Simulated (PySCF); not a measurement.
MgCl2, SMILES [Mg]([Cl])[Cl]. Heavy atoms are numbered as in [Mg:1]([Cl:2])[Cl:3].

The structure is a stationary point at ωB97X-D3(BJ)/def2-TZVP. The isomer is the one that the SMILES or the coordinates give; other isomers of the formula were not compared.

These are PySCF with M06-2X/def2-TZVPD values and carry that method's errors.

ESP charges are fitted to the potential on shells at 1.4 to 2.0 van der Waals radii. Atomic charges (e), one atom of each kind:

```csv
atom,meta-Löwdin,ESP fit
Mg1,1.53,0.85
Cl2,-0.76,-0.42
```
